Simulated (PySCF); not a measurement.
O₃Se, SMILES O=[Se+2]([O-])[O-].

Geometry: B3LYP-D3(BJ)/def2-SVP.

Computed with TDA-PBE/def2-SVPD run with PySCF 2.14.0.

Vertical excitations; the highest root listed may be one member of a degenerate set. Gas-phase values at a fixed geometry. State labels are in the subgroup C2v.

Computed lowest excited states:
```
state  symmetry  energy (eV)  λ (nm)      f                                                main pairs
-----  --------  -----------  ------  -----  --------------------------------------------------------
S1           B1         3.64     341  0.000                                           HOMO→LUMO 100 %
S2           A2         3.87     321  0.000                                         HOMO→LUMO+1 100 %
S3           A2         4.58     271  0.000                              HOMO−1→LUMO (degenerate set)
S4           B2         4.58     271  0.000                              HOMO−2→LUMO (degenerate set)
S5           A1         4.89     254  0.006               HOMO−4→LUMO, HOMO−2→LUMO+1 (degenerate set)
S6           B1         4.89     254  0.006               HOMO−3→LUMO, HOMO−1→LUMO+1 (degenerate set)
S7           A2         5.06     245  0.000                            HOMO−3→LUMO+1 (degenerate set)
S8           B2         5.06     245  0.000                            HOMO−4→LUMO+1 (degenerate set)
S9           B1         6.34     195  0.077  HOMO−1→LUMO+1, HOMO−7→LUMO, HOMO−3→LUMO (degenerate set)
S10          A1         6.34     195  0.077  HOMO−2→LUMO+1, HOMO−6→LUMO, HOMO−4→LUMO (degenerate set)
T1           B1         3.12     397      0                                           HOMO→LUMO 100 %
T2           A2         3.44     361      0                                         HOMO→LUMO+1 100 %
T3           B1         4.03     308      0                            HOMO−1→LUMO+1 (degenerate set)
T4           A1         4.03     308      0                            HOMO−2→LUMO+1 (degenerate set)
```
Triplets are in the Tamm–Dancoff approximation.
